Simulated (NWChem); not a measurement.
Species: BHOIF; SMILES OB(I)F

```xyz
5

B      0.0240    -1.3204     0.0000
F     -1.1233    -1.9835     0.0000
I     -0.0135     0.8119     0.0000
O      1.2002    -1.9575     0.0000
H      1.1039    -2.9190     0.0000
```
Atoms are numbered in this order, from 1.

Geometry: optimised at PBE0/def2-SVP. def2 effective core potentials on I; no spin-orbit coupling.

Symmetry labels are those of Cs in the frame above (b1 and b2, or b-type labels, depend on it).

Q: List the 6 lowest vertical singlet excitations and the 6 lowest triplet ones from BHandHLYP/def2-SVP with def2 effective core potentials on I, TDA (NWChem).

A: 
| state | energy (eV) | oscillator strength | symmetry | leading excitation (squared amplitude) |
|---|---|---|---|---|
| S1 | 6.94 | 0.000 | a" | HOMO → LUMO (1.00) |
| S2 | 7.05 | 0.002 | a' | HOMO → LUMO+1 (0.85) |
| S3 | 7.19 | 0.003 | a" | HOMO−1 → LUMO+1 (0.85) |
| S4 | 7.52 | 0.077 | a' | HOMO−1 → LUMO (0.91) |
| S5 | 9.14 | 0.032 | a" | HOMO−2 → LUMO (0.90) |
| S6 | 9.24 | 0.012 | a' | HOMO → LUMO+2 (0.80) |
| T1 | 6.36 | spin-forbidden | a' | HOMO → LUMO+1 (0.78) |
| T2 | 6.53 | spin-forbidden | a" | HOMO−1 → LUMO+1 (0.77) |
| T3 | 6.73 | spin-forbidden | a' | HOMO−1 → LUMO (0.98) |
| T4 | 6.81 | spin-forbidden | a" | HOMO → LUMO (0.99) |
| T5 | 8.20 | spin-forbidden | a' | HOMO−2 → LUMO+1 (0.69) |
| T6 | 8.36 | spin-forbidden | a" | HOMO−2 → LUMO (0.96) |
